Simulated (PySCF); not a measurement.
**Electron correlation in Nb²⁺ (niobium, charge +2)**

[Kr] 4d2 5p1, one real determinant (an excited configuration). Calculation: PySCF 2.14, in aug-cc-pwCVDZ-PP with ECP28MDF; scalar relativity through the core potential. Frozen: 4s2 4p6; 3 electrons correlated.

```
  level  correlation energy (mhartree)
   CCSD                         -15.72
    (T)                          -0.51
CCSD(T)                         -16.23
```

Diagnostics: T1 = 0.017, D1 = 0.0380, largest double amplitude 0.165.

The real determinant used has ⟨L²⟩ near 14 against 20 for a pure G term, so it mixes terms. A double-excitation amplitude exceeds 0.15, a sign of near-degeneracy.

Cost of the coupled-cluster step: roughly 7 core-seconds, for 3 correlated electrons.

The reference is one real determinant that mixes LS terms of this configuration.
